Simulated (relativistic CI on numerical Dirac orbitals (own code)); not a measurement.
# Energy levels of Tm³⁴⁺

Computed by Dirac-Coulomb-Breit CI, KLI orbitals optimised for each configuration, QED by a radiative potential, unscaled Slater integrals (own radial code, finite nucleus).

Configuration list (outside the closed core [Ar] 3d10): 4s2 4p5, 4s 4p6, 4s2 4p4 4d, 4s 4p5 4d, 4s2 4p4 4f, 4s 4p5 4f, 4p6 4d, 4s 4p4 4d2, 4s2 4p3 4d 4f, 4p6 4f, 4p5 4d 4f, 4s2 4p4 5s, 4s 4p4 4f2, 4p6 5s, 4s2 4p4 5p, 4s 4p4 4d 5s, 4s2 4p3 4f 5s, 4s 4p5 5s, 4s2 4p4 5d, 4s 4p5 5p, 4s2 4p4 5f, 4s2 4p4 5g, 4s 4p5 5d, 4p5 4f 5s, 4s2 4p4 6s, 4s 4p5 5f, 4s2 4p4 6p, 4s2 4p3 4d2, 4s2 4p2 4d3, 4s 4p3 4d3, 4s2 4p2 4d2 4f, 4s 4p3 4d2 4f, 4s2 4p2 4d2 5s, 4p5 4d2, 4p4 4d3, 4p4 4d2 4f, 4p4 4d2 5s, 4p5 4d 5s, 4p4 4d 4f 5s, 4p4 4d 5s2, 4s2 4p3 5s2, 4s2 4p2 4d 5s2, 4s 4p3 4d 5s2, 4s2 4p2 4f 5s2, 4s 4p3 4f 5s2. Double excitations out of closed p, d and f shells are left out; levels of such configurations are missing from the list, as are those of other unlisted configurations, and high levels can miss mixing partners. These lack a partner that the ground configuration has and come out too high: 4s2 4p4 5p, 4s 4p5 5s, 4s2 4p4 5d, 4s 4p5 5p, 4s2 4p4 5f.

The lowest level is 4s2 4p5 2P°_3/2, with 99 % of that term; Hund's rules for 4s2 4p5 give 2P° with J = 3/2, in agreement.

| No. | Configuration | Term | J | E (cm⁻¹) | % | Next component (%) | Lifetime (s) | jj configuration (%) |
| --- | --- | --- | --- | --- | --- | --- | --- | --- |
| 1 | 4s2 4p5 | 2P° | 3/2 | 0 | 99 | 1 4s2 4p3 4d2 2P° |  | 4p3/2^3 (99) |
| 2 | 4s2 4p5 | 2P° | 1/2 | 509289 | 98 | 1 4s2 4p3 4d2 2P° | 4.16e-07 | 4p1/2 4p3/2^4 (98) |
| 3 | 4s2 4p4 4d | 4D | 3/2 | 1064364 | 39 | 31 2D | 5.65e-10 | 4p3/2^2 4d3/2 (98) |
| 4 | 4s2 4p4 4d | 4P | 1/2 | 1070805 | 42 | 19 2P | 4.25e-10 | 4p3/2^2 4d3/2 (86) |
| 5 | 4s2 4p4 4d | 4D | 5/2 | 1078401 | 47 | 18 2D | 2.37e-09 | 4p3/2^2 4d3/2 (89) |
| 6 | 4s2 4p4 4d | 4F | 7/2 | 1100285 | 33 | 28 2F | 3.39e-03 | 4p3/2^2 4d3/2 (95) |
| 7 | 4s2 4p4 4d | 2P | 1/2 | 1147940 | 43 | 30 4s 4p6 2S | 7.94e-11 | 4p3/2^2 4d5/2 (63) |
| 8 | 4s2 4p4 4d | 2D | 3/2 | 1158129 | 59 | 19 4F | 4.23e-08 | 4p3/2^2 4d3/2 (92) |
| 9 | 4s2 4p4 4d | 2F | 7/2 | 1177766 | 48 | 41 4D | 6.35e-05 | 4p3/2^2 4d5/2 (94) |
| 10 | 4s2 4p4 4d | 4F | 9/2 | 1187422 | 69 | 29 2G | 1.26e-04 | 4p3/2^2 4d5/2 (98) |
| 11 | 4s2 4p4 4d | 2D | 5/2 | 1280195 | 51 | 23 4P | 3.72e-08 | 4p3/2^2 4d5/2 (98) |
| 12 | 4s2 4p4 4d | 2D | 3/2 | 1309008 | 36 | 26 2P | 3.74e-12 | 4p3/2^2 4d5/2 (86) |
| 13 | 4s 4p6 | 2S | 1/2 | 1321711 | 44 | 33 4s2 4p4 4d 4P | 2.64e-12 | 4s (44) |
| 14 | 4s2 4p4 4d | 2D | 5/2 | 1328928 | 35 | 25 2F | 2.80e-12 | 4p3/2^2 4d5/2 (80) |
| 15 | 4s2 4p4 4d | 4D | 1/2 | 1534696 | 77 | 17 2P | 2.11e-10 | 4p1/2 4p3/2^3 4d3/2 (95) |
| 16 | 4s2 4p4 4d | 4D | 3/2 | 1569401 | 34 | 26 4F | 1.62e-09 | 4p1/2 4p3/2^3 4d3/2 (92) |
| 17 | 4s2 4p4 4d | 4F | 5/2 | 1603791 | 42 | 38 2F | 3.58e-11 | 4p1/2 4p3/2^3 4d3/2 (97) |
| 18 | 4s2 4p4 4d | 2G | 7/2 | 1610849 | 59 | 24 2F | 8.36e-07 | 4p1/2 4p3/2^3 4d3/2 (98) |
| 19 | 4s2 4p4 4d | 4D | 7/2 | 1666856 | 40 | 39 4F | 4.52e-07 | 4p1/2 4p3/2^3 4d5/2 (98) |
| 20 | 4s2 4p4 4d | 2P | 3/2 | 1693362 | 49 | 27 4P | 5.29e-11 | 4p1/2 4p3/2^3 4d5/2 (96) |
| 21 | 4s2 4p4 4d | 2F | 5/2 | 1710744 | 47 | 21 4P | 6.90e-09 | 4p1/2 4p3/2^3 4d5/2 (97) |
| 22 | 4s2 4p4 4d | 2G | 9/2 | 1713470 | 69 | 29 4F | 7.78e-07 | 4p1/2 4p3/2^3 4d5/2 (98) |
| 23 | 4s2 4p4 4d | 2D | 5/2 | 1731834 | 55 | 28 4P | 6.88e-12 | 4p1/2 4p3/2^3 4d5/2 (89) |
| 24 | 4s2 4p4 4d | 2S | 1/2 | 1743947 | 46 | 22 2P | 5.67e-13 | 4p1/2 4p3/2^3 4d3/2 (79) |
| 25 | 4s2 4p4 4d | 2P | 3/2 | 1745391 | 60 | 15 2D | 7.91e-13 | 4p1/2 4p3/2^3 4d3/2 (80) |
| 26 | 4s2 4p4 4d | 2D | 5/2 | 1754760 | 61 | 28 2F | 7.11e-13 | 4p1/2 4p3/2^3 4d3/2 (82) |
| 27 | 4s2 4p4 4d | 2F | 7/2 | 1765591 | 77 | 11 4F | 6.40e-07 | 4p1/2 4p3/2^3 4d5/2 (97) |
| 28 | 4s2 4p4 4d | 2D | 3/2 | 1866063 | 68 | 14 4F | 1.74e-12 | 4p1/2 4p3/2^3 4d5/2 (75) |
| 29 | 4s2 4p4 4d | 2P | 1/2 | 1918179 | 74 | 21 2S | 9.41e-13 | 4p1/2 4p3/2^3 4d5/2 (87) |
| 30 | 4s2 4p3 4d2 | 4F° | 3/2 | 2175102 | 23 | 18 4D° | 1.92e-10 | 4p3/2 4d3/2^2 (85) |
| 31 | 4s2 4p3 4d2 | 4D° | 1/2 | 2181895 | 38 | 22 6F° | 1.02e-10 | 4p3/2 4d3/2^2 (78) |
| 32 | 4s2 4p3 4d2 | 4F° | 5/2 | 2190422 | 23 | 17 4G° | 2.81e-10 | 4p3/2 4d3/2^2 (84) |
| 33 | 4s2 4p3 4d2 | 2F° | 7/2 | 2209717 | 16 | 16 2G° | 6.87e-10 | 4p3/2 4d3/2^2 (83) |
| 34 | 4s 4p5 4d | 4P° | 1/2 | 2216935 | 64 | 19 4s2 4p3 4d2 4P° | 2.73e-11 | 4s 4p3/2^3 4d3/2 (67) |
| 35 | 4s 4p5 4d | 4P° | 3/2 | 2235147 | 36 | 15 4s2 4p3 4d2 4P° | 5.82e-11 | 4s 4p3/2^3 4d3/2 (39) |
| 36 | 4s2 4p4 4d | 2D | 3/2 | 2240319 | 62 | 16 4F | 7.98e-13 | 4p3/2^4 4d3/2 (88) |
| 37 | 4s2 4p4 4d | 2D | 5/2 | 2253885 | 43 | 18 2F | 6.24e-10 | 4p3/2^4 4d5/2 (97) |
| 38 | 4s 4p5 4d | 4D° | 5/2 | 2255525 | 25 | 17 4F° | 6.32e-11 | 4s 4p3/2^3 4d3/2 (56) |
| 39 | 4s2 4p3 4d2 | 4D° | 3/2 | 2258806 | 17 | 16 2D° | 9.30e-11 | 4p3/2 4d3/2^2 (52) |
| 40 | 4s 4p5 4d | 4F° | 7/2 | 2261982 | 27 | 20 2F° | 6.45e-11 | 4s 4p3/2^3 4d3/2 (50) |
| 41 | 4s2 4p3 4d2 | 4G° | 9/2 | 2287472 | 25 | 23 6F° | 4.64e-10 | 4p3/2 4d3/2 4d5/2 (82) |
| 42 | 4s2 4p3 4d2 | 4D° | 7/2 | 2309108 | 24 | 15 2F° | 7.59e-11 | 4p3/2 4d3/2 4d5/2 (80) |
| 43 | 4s2 4p3 4d2 | 6P° | 5/2 | 2322372 | 23 | 21 4P° | 1.23e-10 | 4p3/2 4d3/2 4d5/2 (78) |
| 44 | 4s2 4p3 4d2 | 4G° | 11/2 | 2337511 | 41 | 23 2H° | 2.76e-09 | 4p3/2 4d3/2 4d5/2 (78) |
| 45 | 4s 4p5 4d | 2D° | 3/2 | 2349819 | 25 | 19 4F° | 9.77e-12 | 4s 4p3/2^3 4d3/2 (43) |

Energies count from the lowest computed level; ° marks odd parity; lifetimes are radiative, by E1, M1, E2, M2, E3 decay to levels of this space only. Filled j subshells are mostly left out of the jj labels.

The mean weight of the leading LS term, summed over parents, in these 45 levels is 47 %, and that of the leading jj configuration (from the same eigenvectors) 83 %, so jj coupling describes them better and the LS labels are nominal.

At this charge energies of transitions that change n are usually good to better than 1 %, and those within a shell (Δn = 0) to a few per cent.

LS names give the leading component of a level, which can be under half, so a name can repeat, a term be missing and a line seem to break the LS rules.
